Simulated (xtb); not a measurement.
Br$_{3}$Sn, charge +1, singlet, from a rough starting geometry (GFN-xTB shapes and energies of metal compounds can be far from the true ones); GFN2-xTB run with xtb.

Here is a job for xtb.
```
$ xtb mol.xyz --gfn 2 --chrg 1 --opt vtight --json

# file mol.xyz
4

Sn     0.04674508    -0.02120661     0.01895655
Br    -1.99535383    -1.52643897    -0.23590143
Br    -0.06935923     2.22906761    -1.14587554
Br     2.04693972    -0.72649605     1.27701076
```

**Question.** Predict the main parts of the log of this xtb run.

**Answer.** 
```
   ID    Z sym.   atoms
    1   50 Sn     1
    2   35 Br     2-4

           -------------------------------------------------
          |                Calculation Setup                |
           -------------------------------------------------

           -------------------------------------------------
          |                 G F N 2 - x T B                 |
           -------------------------------------------------

          ...................................................
          :                      SETUP                      :
          :.................................................:
          :  # basis functions                  40          :
          :  # atomic orbitals                  36          :
          :  # shells                           12          :
          :  # electrons                        24          :
          :  max. iterations                   250          :
          :  Hamiltonian                  GFN2-xTB          :
          :  restarted?                      false          :
          :  GBSA solvation                  false          :
          :  PC potential                    false          :
          :  electronic temp.          300.0000000     K    :
          :  accuracy                    1.0000000          :
          :  -> integral cutoff          0.2500000E+02      :
          :  -> integral neglect         0.1000000E-07      :
          :  -> SCF convergence          0.1000000E-05 Eh   :
          :  -> wf. convergence          0.1000000E-03 e    :
          :  Broyden damping             0.4000000          :
          :  net charge                          1          :
          :  unpaired electrons                  0          :
          ...................................................

 iter      E             dE          RMSdq      gap      omega  full diag
   1    -10.7589579 -0.107590E+02  0.525E+01    1.17       0.0  T
   2     -7.4194040  0.333955E+01  0.710E+01    7.38       1.0  T
   3    -13.7897192 -0.637032E+01  0.920E+00    1.30       1.0  T
   4    -13.9682317 -0.178513E+00  0.131E+01    1.22       1.0  T
   5    -13.9129132  0.553185E-01  0.220E+01    1.05       1.0  T
   6    -13.9976407 -0.847276E-01  0.779E+00    1.15       1.0  T
   7    -13.8887587  0.108882E+00  0.131E+01    1.13       1.0  T
   8    -13.9694507 -0.806919E-01  0.810E+00    1.06       1.0  T
   9    -13.9777903 -0.833963E-02  0.721E+00    1.05       1.0  T
[...]
         :: total energy             -14.002363599126 Eh    ::
 * total energy  :   -14.0023636 Eh     change       -0.2004477E-09 Eh
 * total energy  :   -14.0005926 Eh     change        0.1770962E-02 Eh
 * total energy  :   -14.0028963 Eh     change       -0.2303634E-02 Eh
 * total energy  :   -14.0025180 Eh     change        0.3782876E-03 Eh
 * total energy  :   -14.0031399 Eh     change       -0.6219230E-03 Eh
 * total energy  :   -14.0030720 Eh     change        0.6787316E-04 Eh
 * total energy  :   -14.0031837 Eh     change       -0.1116233E-03 Eh
 * total energy  :   -14.0031839 Eh     change       -0.2526370E-06 Eh
 * total energy  :   -14.0031840 Eh     change       -0.4922897E-07 Eh
   *** GEOMETRY OPTIMIZATION CONVERGED AFTER 9 ITERATIONS ***
         :: total energy             -14.003183959317 Eh    ::
[...]
       ...                                ...                  ...
        36                          0.8092350              22.0204
      -------------------------------------------------------------
                  HL-Gap            0.0337286 Eh            0.9178 eV
             Fermi-level           -0.6280525 Eh          -17.0902 eV

     #   Z          covCN         q      C6AA      α(0)
     1  50 Sn       2.489     0.596   371.214    38.519
     2  35 Br       0.830     0.135   181.084    21.696
     3  35 Br       0.830     0.135   181.084    21.696
     4  35 Br       0.830     0.135   181.084    21.696

 Mol. C6AA /au·bohr⁶  :       3530.944425
 Mol. C8AA /au·bohr⁸  :     285935.377888
 Mol. α(0) /au        :        103.607586

Wiberg/Mayer (AO) data.
largest (>0.10) Wiberg bond orders for each atom

 ---------------------------------------------------------------------------
     #   Z sym  total        # sym  WBO       # sym  WBO       # sym  WBO
 ---------------------------------------------------------------------------
     1  50 Sn   2.760 --     2 Br   0.920     3 Br   0.920     4 Br   0.920
     2  35 Br   1.568 --     1 Sn   0.920     4 Br   0.324     3 Br   0.324
     3  35 Br   1.567 --     1 Sn   0.920     4 Br   0.324     2 Br   0.324
     4  35 Br   1.567 --     1 Sn   0.920     3 Br   0.324     2 Br   0.324
 ---------------------------------------------------------------------------

Topologies differ in total number of bonds
Writing topology from bond orders to xtbtopo.mol

molecular dipole:
                 x           y           z       tot (Debye)
 q only:        0.014      -0.021      -0.041
   full:        0.014      -0.021      -0.041       0.122
molecular quadrupole (traceless):
                xx          xy          yy          xz          yz          zz
 q only:        1.258       1.080       1.196       2.236      -2.301      -2.454
  q+dip:        0.589       0.505       0.560       1.048      -1.078      -1.149
   full:       -0.546      -0.468      -0.518      -0.968       0.997       1.064

optimized geometry written to: xtbopt.xyz

           -------------------------------------------------
          | TOTAL ENERGY              -14.003183959317 Eh   |
          | GRADIENT NORM               0.000008892100 Eh/α |
          | HOMO-LUMO GAP               0.917801838358 eV   |
           -------------------------------------------------

normal termination of xtb
```
